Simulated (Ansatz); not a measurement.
Program: Ansatz. Geometries: PBE0-D4/def2-TZVP. ΔE: electronic, gas phase. CCSD(T)/CBS adds triple-zeta CCSD(T) − MP2 to the extrapolated MP2 energy (def2 sets, frozen cores). DFT in def2-TZVPP. B3LYP here is the variant with VWN-RPA as its local correlation; programs differ in this. For Ge outer-core shells are correlated without core-valence functions, which leaves a few kJ/mol of doubt a bond. Scalar relativity is left out up to krypton. Each species was taken in one conformer, which may not be the lowest.

`C#C[SiH](Cl)Cl` + `O[CH]([SiH3])[GeH3]` → `C#C[SiH]([SiH3])Cl` + `O[CH](Cl)[GeH3]`  (redistribution)

```
             level  ΔE (kJ/mol)  difference from CCSD(T)/CBS
            PBE-D4        107.7                        -21.8
         r2SCAN-D4        121.0                         -8.5
           PBE0-D4        115.9                        -13.6
          B3LYP-D4        120.5                         -9.0
               PBE        106.4                        -23.1
            r2SCAN        120.7                         -8.8
              PBE0        114.9                        -14.6
             B3LYP        118.5                        -11.0
    MP2/def2-TZVPP        137.7                          8.2
SCS-MP2/def2-TZVPP        134.5                          5.0
CCSD(T)/def2-TZVPP        127.3                         -2.2
     HF/def2-QZVPP        132.3                          2.8
SCS-MP2/def2-QZVPP        136.1                          6.6
      HF/CBS(def2)        132.4                          2.9
     MP2/CBS(def2)        139.9                         10.4
    CCSD/CBS(def2)        131.5                          2.0
       CCSD(T)/CBS        129.5                            0
```

Largest T1 diagnostic among the species: 0.012.

From PBE to PBE0 (25 % exact exchange), in def2-TZVPP and without D4, ΔE moves by +8.5 kJ/mol.
